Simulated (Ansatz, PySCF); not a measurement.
SnI₃, SMILES [I][Sn-]([I])[I], charge -1.

The structure is a stationary point at B3LYP-D3(BJ)/def2-SVPD. The isomer is the one that the SMILES or the coordinates give; other isomers of the formula were not compared. The def2 effective core potentials stand for the cores of I, Sn; spin–orbit coupling is left out.

Estimates of the vertical detachment energy (IE) of the anion in eV. Rows of orbital energies are one-electron estimates, which approximate functionals can put far too low.

| level | IE |
|---|---|
| −ε(HOMO), −ε(LUMO), HF/def2-SVPD (PySCF) | 4.71 |
| −ε(HOMO), −ε(LUMO), PBE/def2-SVPD (PySCF) | 2.03 |
| ΔSCF, PBE0/def2-SVPD (Ansatz), final states of multiplicity 2 | 4.39 |
| ΔSCF, PBE/def2-SVPD (Ansatz), final states of multiplicity 2 | 4.15 |

Q: What vertical singlet–triplet gap does ΔSCF give with PBE0/def2-SVPD (Ansatz, a quantum-chemistry and plane-wave program) and with PBE/def2-SVPD (Ansatz)? (Estimate from the structure and the level; the computed values follow.)

A: 3.13 and 3.01 eV (triplet above singlet where positive).
